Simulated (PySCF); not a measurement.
# Spin–orbit doublets of 2p levels

Compound: C₂H₇BNP.
Geometry (PBE0-D3(BJ)/def2-SVP, Å), atoms numbered from 1 in this order:
```
atom  x, y, z in Å
C1     2.3695    0.4865   -0.0605
C2     1.0387    0.0167    0.2537
N3    -0.0328   -0.3415    0.4798
B4    -1.4701   -0.7829    0.7283
P5    -2.6719    0.0412   -0.6065
H6     2.3365    1.1420   -0.9438
H7     2.7791    1.0521    0.7892
H8     3.0297   -0.3670   -0.2730
H9    -1.4898   -1.9985    0.6193
H10   -1.7668   -0.4075    1.8513
H11   -1.9166   -0.2354   -1.7922
H12   -2.2037    1.3931   -0.5283
```

Method: PySCF 2.14.0, delta-SCF UKS SCAN, pcX-2 on the ionised atom, pcseg-1 elsewhere, spin-free X2C. Binding energies are ΔSCF values: E(core-ionised, relaxed orbitals) − E(ground state) at a fixed geometry, referred to the vacuum level. 2p3/2 and 2p1/2 are the ΔSCF energy of one spin-free 2p hole plus the eigenvalues of a spin–orbit and ligand-field matrix of the shell. The splitting includes the ligand field, and 2p3/2 is the mean of two sublevels.

```tsv
atom	mean of the 2p shell (eV)	splitting (eV)
P5	135.312	0.893
```

Where do the two lines of each doublet lie?

2p3/2 = mean − splitting/3 and 2p1/2 = mean + 2 × splitting/3:

| atom | environment | 2p3/2 (eV) | 2p1/2 (eV) |
| --- | --- | --- | --- |
| P5 | three-coordinate phosphorus | 135.01 | 135.91 |

What are the 1s binding energies of the same atoms?

P5 2148.58 eV.

Which Kα1 and Kα2 emission energies and wavelengths follow?

The photon carries the difference of the 1s-hole and 2p-hole states, both at the ground state's geometry; λ = 12398.42 eV Å/E.

```tsv
atom	Kα1 (eV)	Kα2 (eV)	λ(Kα1) (Å)	λ(Kα2) (Å)
P5	2013.57	2012.67	6.1574	6.1602
```

And the 1s levels of the other atoms?

B4 (four-coordinate boron) 194.29 eV; C2 (triply bonded carbon) 292.71 eV; C1 (methyl carbon) 293.25 eV.

Not every level is listed. Spin contamination (⟨S²⟩ against 0.75 for a pure doublet) is marked for C 1s of C2 (0.90), which makes this value less certain. No level of nitrogen is listed. The structure is a single PBE0-D3(BJ)/def2-SVP conformer in the gas phase; no vibrational or solvent corrections.

The run took 78 s of wall time on an Arm Neoverse V2 with one thread (shared host).
